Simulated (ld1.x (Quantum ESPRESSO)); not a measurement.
Which change was made? (C, RRKJ)

carbon, norm-conserving RRKJ (Kleinman–Bylander form), made with ld1.x (Quantum ESPRESSO) 7.5 (LDA (PZ), scalar-relativistic). Core [He], reference 2s2 2p2. Waves: 2s (bound): rc 1.00 bohr; 2p (bound): rc 2.95 bohr. Local part: the p channel. Core correction: none. rho0 = 0.01.

Cutoffs, loose and tight: the cutoffs (Ry, on a coarse ladder) from which the occupation-weighted sum of valence levels, in a spherical-Bessel basis at the reference potential, stays within 10 and 1 mRy of its value at 400 Ry. They do not see the model core or the augmentation charge, which bear on the density cutoff. Test errors are all-electron minus pseudo excitation energies from the reference, over the configurations 2s2 2p1; 2s2 2p0; 2s1 2p0; 2s0 2p4; 2s2 2p1.5; 2s2 2p2.3; 2s1 2p3 (two spin-polarised tests are not counted in the largest error); variants that change the core or the reference have their own tests.

The base gives: outcome: generated; cutoff, loose: 50 Ry; cutoff, tight: 90 Ry; bound ghosts: none; largest test error (meV): +2111.

(1) After one change the result is: outcome: generated; cutoff, loose: 50 Ry; cutoff, tight: 70 Ry; bound ghosts: none; largest test error (meV): +4001. Which change was it?
A. reference 2s2 2p1
B. wave 2p (bound): rc 2.95 bohr becomes 2p (bound): rc 2.18 bohr
C. local potential the s channel
D. all radii scaled by about 1.26 (s 1.26, p 3.72 bohr)

Results:

(1) D. The others give: reference 2s2 2p1 → outcome: generated; cutoff, loose: 55 Ry; cutoff, tight: 90 Ry; bound ghosts: none; largest test error (meV): +1123 | local potential the s channel → outcome: generated; cutoff, loose: 35 Ry; cutoff, tight: 90 Ry; bound ghosts: none; largest test error (meV): +2810 | wave 2p (bound): rc 2.95 bohr becomes 2p (bound): rc 2.18 bohr → outcome: generated; cutoff, loose: 50 Ry; cutoff, tight: 80 Ry; bound ghosts: none; largest test error (meV): +843.
